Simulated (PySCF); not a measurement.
Working out the ionisation energy of W⁺

W⁺ [Xe] 4f14 5d4 6s1 (6D) → W²⁺ [Xe] 4f14 5d4 (5D). All numbers are calculated (PySCF 2.14, the spin-free X2C one-electron Hamiltonian (Gaussian nucleus), in x2c-TZVPPall with one added diffuse shell each of s, p, d, f type (12s8p8d4f1g, 113 functions)). Frozen: [Xe] 4f14. Energies in hartree (1 hartree = 27.21139 eV):

| part | W⁺ (lower) | W²⁺ (upper) |
| --- | --- | --- |
| UHF | -16137.998665 | -16137.445989 |
| CCSD correlation | -0.068339 | -0.048752 |
| (T) | -0.001330 | -0.000630 |

Task: What does Hartree-Fock give?

Result: (-16137.445989) − (-16137.998665) = 0.552676 hartree = 15.039 eV.

Task: What do CCSD and CCSD(T) give?

Result: The CCSD correlation energies differ by 0.019587 hartree = 0.533 eV and the triples by 0.000700 hartree = 0.019 eV, so CCSD gives 15.572 eV and CCSD(T) 15.591 eV.

A first-order spin-orbit estimate adds -0.067 eV to CCSD(T) (valence), giving 15.524 eV against 16.37 ± 0.15 eV (semi-empirical (NIST evaluation); NIST Atomic Spectra Database, ionization energies).

What remains against the reference includes basis incompleteness, the frozen core and higher excitations.
